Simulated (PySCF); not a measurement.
Compound: C5H5O4 (charge -1).
Bonds: C1–C2 (double), C2–O3, O3–C4, C4–C5, C4–O6 (double), C2–C7, C7–O8 (double), C7–O9. Hydrogens: H10, H11 on C1; H12, H13, H14 on C5.

Structure optimised with GFN2-xTB, isolated species.

Question: What internal coordinates does the optimisation give?

Answer: 
```csv
bond,length (Å)
C1=C2,1.321
C2–O3,1.399
O3–C4,1.317
C4–C5,1.521
C4=O6,1.210
C2–C7,1.589
C7=O8,1.231
C7–O9,1.232
C1–H10,1.081
C1–H11,1.075
"C5–H12, C5–H13, C5–H14",1.087
```

Bonds in one row agree within 0.01 Å and their mean is given. A selection of angles:
```csv
angle,degrees
C1–C2–O3,122.5
C1–C2–C7,123.6
O3–C2–C7,113.9
C2–O3–C4,121.7
O3–C4–C5,109.8
O3–C4–O6,127.0
C5–C4–O6,123.2
C2–C7–O8,114.7
C2–C7–O9,113.9
O8–C7–O9,131.3
```

Torsions: C1–C2–O3–C4 60° (synclinal); C2–O3–C4–C5 171° (antiperiplanar); C1–C2–C7–O8 -159° (antiperiplanar). The mirror-image conformer, all signs reversed, is as good.

C7 (carboxylate carbon) is planar (angles 131.3°, 114.7° and 113.9°, sum 360.0°, 0.01 Å off the plane of its three neighbours). The 5 C–O bonds span 1.210 Å (C4=O6, drawn double) to 1.399 Å (C2–O3, drawn single), a spread of 0.189 Å. C1 (terminal =CH2 carbon) is planar (angles 123.6°, 118.3° and 118.1°, sum 360.0°, 0.00 Å off the plane of its three neighbours). Of the pairs four or more bonds apart, O9···H11 is among the closest relative to their van der Waals radii: 2.54 Å, 93 % of the sum of Bondi's values. C2 (vinylic carbon bearing oxygen) is planar (angles 123.6°, 122.5° and 113.9°, sum 360.0°, 0.01 Å off the plane of its three neighbours). The C–C distances run from 1.321 Å (C1=C2, drawn double) to 1.589 Å (C2–C7, drawn single), a spread of 0.268 Å. C4 (ester carbonyl carbon) is planar (angles 127.0°, 123.2° and 109.8°, sum 360.0°, 0.00 Å off the plane of its three neighbours).

Point group: C1 (no symmetry element, even within 0.4 Å). Whether it is a minimum is left open (no frequencies).

These are computed values.
